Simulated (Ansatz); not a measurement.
Basis sets compared for Te₄Pb₂⁺ (the lowest doublet isomer of a short search). The state is a doublet with charge 1. Geometry PBE-D4/def2-SVP. Ansatz on 4 threads of Arm Neoverse V2 on a shared host; times are rough, and most runs start from earlier orbitals.

```xyz
6

Pb    0.583    2.200    0.518
Pb    1.179   -1.818   -0.867
Te   -1.118   -1.736    1.093
Te    1.254   -0.572    1.908
Te    0.133    0.872   -2.182
Te   -2.031    1.054   -0.471
```

In the def2 sets Pb, Te take a core potential; there is no spin–orbit coupling. The structure comes from a short search, and lower isomers may exist.

```csv
level,functions,energy (Eh),HOMO (eV),LUMO (eV),wall time
PBE-D4/def2-SVP,156,-1457.9101,-8.54,-8.09,6.5 s
PBE0-D4/def2-SVP,156,-1457.9004,-9.43,-7.51,13 s
```

(1) Estimate the rows for PBE-D4/def2-TZVP (with forces), PBE0-D4/def2-TZVP.

Answers

(1) 
```tsv
level	functions	energy (Eh)	HOMO (eV)	LUMO (eV)	wall time
PBE-D4/def2-TZVP (with forces)	300	-1457.9671	-8.46	-8.01	17 s
PBE0-D4/def2-TZVP	300	-1457.9541	-9.31	-7.40	68 s
```
